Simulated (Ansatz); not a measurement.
This geometry of AlCl$_{2}$H$_{4}$N (8 atoms, charge 0, multiplicity 1) is a first-order saddle point.

The calculation used RKS PBE0-D4/6-31G* (Ansatz 0.2.0).

```xyz
8
Properties=species:S:1:pos:R:3
Al -0.665 -0.155 0.476
H -0.148 1.564 0.391
Cl -2.541 -0.308 -0.453
Cl -0.353 -0.823 2.440
H 0.488 1.062 -0.179
N 0.816 -0.265 -0.664
H 0.704 -0.418 -1.662
H 1.699 -0.657 -0.349
```

Question: Which two structures does it join? (They come from a converged band through this point; their orientation in space is the band's.)

Answer: Bonds broken: Al1–H2, H5–N6. Bonds formed: H2–H5. AlCl2H4N becomes AlCl2H2N + H2.

Image 0:

```xyz
8
Properties=species:S:1:pos:R:3
Al -0.768 0.269 0.632
H -0.717 1.830 0.885
Cl -2.349 -0.480 -0.597
Cl -0.195 -1.011 2.246
H 1.302 0.754 -0.883
N 0.801 -0.094 -0.624
H 0.464 -0.537 -1.480
H 1.463 -0.730 -0.179
```

Image 10:

```xyz
8
Properties=species:S:1:pos:R:3
Al -0.541 -0.557 0.310
H -0.296 2.232 0.617
Cl -2.439 -0.159 -0.473
Cl -0.282 -0.660 2.383
H 0.268 2.061 0.159
N 0.808 -0.889 -0.767
H 0.742 -0.899 -1.775
H 1.739 -1.130 -0.456
```

Question: How far does it lie above each of them?

Answer: 1.73 eV above the first and 0.71 eV above the second. This is the barrier of this one path; another mechanism may lie lower. The orbitals stay closed-shell, which can raise the energy where a bond breaks towards radicals; this wasn't checked here.

The run took 2.7 min on 2 threads of Arm Neoverse V1 (shared host), peak memory 0.17 GiB.
